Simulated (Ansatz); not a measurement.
Reaction (ligand exchange at the Al–Se bond): `[F][AlH][SeH]` + CH₃OH → `C[O][AlH][F]` + H₂Se

Computed with Ansatz on PBE0-D4/def2-TZVP structures; ΔE is electronic, products minus reactants. CCSD(T)/CBS adds triple-zeta CCSD(T) − MP2 to the extrapolated MP2 energy (def2 sets, frozen cores). This one scheme is used for every species. Functionals use def2-TZVPP. For Se outer-core shells are correlated without core-valence functions, which leaves a few kJ/mol of doubt a bond. Scalar relativity is left out up to krypton. Each species was taken in one conformer, which may not be the lowest.

`[F][AlH][SeH]`:

```xyz
5

F     1.119    1.379   -1.267
Al    0.567    0.244   -0.209
Se   -1.720    0.015   -0.083
H     1.592   -0.597    0.632
H    -1.557   -1.040    0.928
```

CH₃OH:

Z-matrix (Å, degrees):
```
C
O 1 1.409
H 1 1.097 2 112.4
H 1 1.090 2 107.0 3 -118.5
H 1 1.097 2 112.4 3 123.0
H 2 0.959 1 108.5 3 -61.6
```

`C[O][AlH][F]`:

```xyz
8

C    -0.998   -0.196    0.793
O    -0.335    0.414   -0.276
Al    1.152    0.331   -1.034
F     2.293   -0.728   -0.492
H    -1.912   -0.681    0.437
H    -0.381   -0.951    1.292
H    -1.283    0.558    1.534
H     1.463    1.254   -2.255
```

H₂Se:

```xyz
3

Se   -0.629    0.147   -0.227
H     0.713    0.200   -0.816
H    -0.084   -0.347    1.043
```

CCSD(T)/CBS gives -0.16 eV.

(1) Another level gave -0.24 eV. Which?
A. CAM-B3LYP-D4/def2-TZVPP
B. r2SCANh/def2-TZVPP
C. B97M-V/def2-TZVPP
D. revPBE/def2-TZVPP

Largest T1 diagnostic among the species: 0.013.

Answers

(1) C. B97M-V -0.24, r2SCANh -0.17, revPBE -0.09, CAM-B3LYP-D4 -0.30 eV.

At CCSD(T), def2-SVP lies −0.13 eV from the extrapolated value and def2-TZVPP −0.05 eV. Leaving LDA and LC-ωPBE aside and taking each functional with its dispersion term where it has one, the values, not all of them listed here, spread over 0.20 eV, from CAM-B3LYP-D4 to HSE06-D4. LDA lies −0.06 eV from PBE without D4.
